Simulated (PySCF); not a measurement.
# Relaxation of singlet W₃

All numbers come from PBE0/[W def2-TZVP with ECP60], scalar-relativistic core potentials, density fitting, no spin–orbit coupling, PySCF. A (50,194) grid was used.

A start displaced from a saddle point along its imaginary mode, of C2v symmetry, held to at least that symmetry:

Coordinates in bohr (charge 0 multiplicity 1):
```
W     0.3340    0.3341    0.0000
W    -0.1670   -0.1671    4.0854
W    -0.1670   -0.1671   -4.0854
```

Optimiser trace:
```json
{"step": "0", "E − E(last) (kJ/mol)": "445.40", "largest gradient (Eh/bohr)": "0.01429"}
{"step": "1", "E − E(last) (kJ/mol)": "438.19", "largest gradient (Eh/bohr)": "0.00874"}
{"step": "2", "E − E(last) (kJ/mol)": "400.15", "largest gradient (Eh/bohr)": "0.01431"}
{"step": "3", "E − E(last) (kJ/mol)": "365.59", "largest gradient (Eh/bohr)": "0.04981"}
{"step": "4", "E − E(last) (kJ/mol)": "348.28", "largest gradient (Eh/bohr)": "0.06693"}
{"step": "5", "E − E(last) (kJ/mol)": "272.25", "largest gradient (Eh/bohr)": "0.08180"}
{"step": "6", "E − E(last) (kJ/mol)": "158.31", "largest gradient (Eh/bohr)": "0.10127"}
{"step": "7", "E − E(last) (kJ/mol)": "56.30", "largest gradient (Eh/bohr)": "0.07355"}
{"step": "8", "E − E(last) (kJ/mol)": "2.05", "largest gradient (Eh/bohr)": "0.01437"}
{"step": "9", "E − E(last) (kJ/mol)": "0.06", "largest gradient (Eh/bohr)": "0.00300"}
{"step": "10", "E − E(last) (kJ/mol)": "0.00", "largest gradient (Eh/bohr)": "0.00078"}
{"step": "11", "E − E(last) (kJ/mol)": "0.00", "largest gradient (Eh/bohr)": "0.00002"}
```

It ends at C2v with W–W 2.210 Å (×2), W–W 2.394 Å; W–W–W 57.2° (×2), W–W–W 65.6° (after a last refinement on a finer grid). A frequency run shows a minimum. Other isomers or separated fragments may lie lower.

Stability towards spin polarisation was not tested. No spin–orbit coupling is included, which matters more the heavier the element.

The relaxation took 77 s on 2 threads of a shared Arm Neoverse V1 host, with 120 basis functions and 14 gradients; the process peaked at 1.1 GiB. Launch command: `OMP_NUM_THREADS=2 python axn.py task.json out`.
